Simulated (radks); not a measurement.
Results of a calculation; reference values are marked as such.
Species: C. Configuration: [He] 2s1 2p2 3p1 (not the ground configuration). Level of theory: non-relativistic Kohn-Sham, B86b exchange with PBE correlation, spin-unpolarised, spherical densities, point nucleus (a radial shooting solver on a logarithmic mesh with Libxc functionals).

Local quantities along the radius. ELF = 1/(1 + alpha^2) is the electron localisation function; alpha = (tau - tau_W)/tau_unif compares the Pauli kinetic energy density with that of the uniform gas.

```
   r/bohr * ELF (the largest magnitude, 1, reaches the edge; | marks zero)
   0.0157 |                                                      *
  0.01784 |                                                      *
  0.02012 |                                                      *
  0.02287 |                                                      *
  0.02599 |                                                      *
  0.02954 |                                                      *
  0.03331 |                                                      *
  0.03785 |                                                      *
  0.04302 |                                                      *
   0.0489 |                                                      *
  0.05513 |                                                      *
  0.06266 |                                                      *
  0.07122 |                                                      *
  0.08094 |                                                      *
  0.09126 |                                                      *
   0.1037 |                                                      *
   0.1179 |                                                      *
    0.134 |                                                      *
   0.1523 |                                                      *
   0.1717 |                                                      *
   0.1951 |                                                      *
   0.2218 |                                                      *
   0.2521 |                                                     *
   0.2842 |                                                    *
    0.323 |                                                 *
   0.3671 |                                       *
   0.4173 |                      *
   0.4705 |          *
   0.5347 |    *
   0.6077 |   *
   0.6907 |    *
   0.7788 |         *
   0.8851 |                   *
    1.006 |                            *
    1.143 |                                  *
    1.289 |                                     *
    1.465 |                                      *
    1.665 |                                    *
    1.893 |                                *
    2.151 |                        *
    2.425 |              *
    2.756 |    *
    3.133 |*
    3.561 *
    4.015 |*
    4.563 | *
    5.186 |    *
    5.894 |         *
    6.646 |           *
    7.553 |            *
    8.585 |          *
    9.757 |       *
       11 |    *
     12.5 | *
    14.21 |*
    16.15 *
    18.21 *
     20.7 *
```

On this mesh the ELF has minima near r = 0.61, 3.6 bohr, which separate the shells, and maxima near 1.5 (0.70), 7.6 (0.24).

Self-consistent cycle (total energy in hartree, residual of the potential): 1: -37.104897, 7e-01; 2: -37.142093, 4e-01; 3: -37.163219, 4e-02; 4: -37.163457, 6e-03; 5: -37.163465, 2e-03; 6: -37.163466, 1e-04; 7: -37.163466, 3e-05; 8: -37.163466, 2e-05; 9: -37.163466, 8e-07; 10: -37.163466, 5e-07; 11: -37.163466, 1e-07; 12: -37.163466, 4e-09; 13: -37.163466, 2e-09; 14: -37.163466, 2e-10.
